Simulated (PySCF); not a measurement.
## Electron correlation in O(2+) (oxygen, charge +2)

[He] 2s2 2p2, high-spin 3P determinant. Calculation: PySCF 2.14, in aug-cc-pCVTZ-DK (7s6p4d2f, 59 functions); scalar relativity by spin-free X2C-1e. Frozen: 1s2; 4 electrons correlated.

MP2 pair energies summed by pair of shells (mhartree):

```
 pair  energy  share (%)
2s-2p  -47.58       60.8
2s-2s  -22.85       29.2
2p-2p   -7.80       10.0
```

Total MP2 correlation energy: -78.23 mhartree.

Same-spin part -13.87 and opposite-spin part -64.35 mhartree; SCS-MP2 scales them by 1/3 and 6/5 to -81.85 mhartree.
